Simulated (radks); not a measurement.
Question: Neutral cerium, 58 electrons, occupied as [Xe] 4f1 5d1 6s2. Method: non-relativistic Kohn-Sham, BLYP, spin-polarised, spherical densities, point nucleus; open shells are filled with parallel spins first (spin-orbit coupling, left out, can overturn this in heavy ions); relativity is left out, which matters for an element this heavy; computed with a radial shooting solver on a logarithmic mesh with Libxc functionals. Some entries of the table are withheld. Estimate them.

| orbital | occ. | eigenvalue (hartree) | <r> (bohr) |
|---|---|---|---|
| 1s down | 1 | -1407.676 | 0.02618 |
| 1s up | 1 | -1407.676 | 0.02618 |
| 2s up | 1 | -218.8675 | 0.1121 |
| 2s down | 1 | -218.8661 | 0.1121 |
| 2p up | 3 | -207.0220 | 0.09527 |
| 2p down | 3 | -207.0210 | 0.09527 |
| 3s up | 1 | -47.07292 | 0.2935 |
| 3s down | 1 | -47.06065 | 0.2935 |
| 3p up | 3 | -41.95024 | 0.2834 |
| 3p down | 3 | -41.93885 | 0.2834 |
| 3d up | 5 | -32.40441 | 0.2542 |
| 3d down | 5 | -32.39551 | 0.2542 |
| 4s up | 1 | -9.45667 | 0.6679 |
| 4s down | 1 | -9.42578 | 0.6679 |
| 4p up | 3 | -7.54589 | 0.6882 |
| 4p down | 3 | -7.51504 | 0.6881 |
| 4d up | 5 | -4.19489 | 0.7414 |
| 4d down | 5 | -4.16411 | 0.7415 |
| 5s up | 1 | -1.36821 | 1.588 |
| 5s down | 1 | -1.34127 | 1.589 |
| 5p up | 3 | -0.84848 | 1.784 |
| 5p down | 3 | -0.82237 | 1.788 |
| 4f up | 1 | -0.33170 | 1.029 |
| 4f down | 0 | -0.30168 | 1.032 |
| 5d up | 1 | (1) | 2.787 |
| 6s up | 1 | -0.12693 | 4.495 |
| 6s down | 1 | -0.11894 | 4.604 |
| 5d down | 0 | (2) | 2.875 |

Answer: 
(1) 5d up eigenvalue (hartree): -0.13736
(2) 5d down eigenvalue (hartree): -0.11795
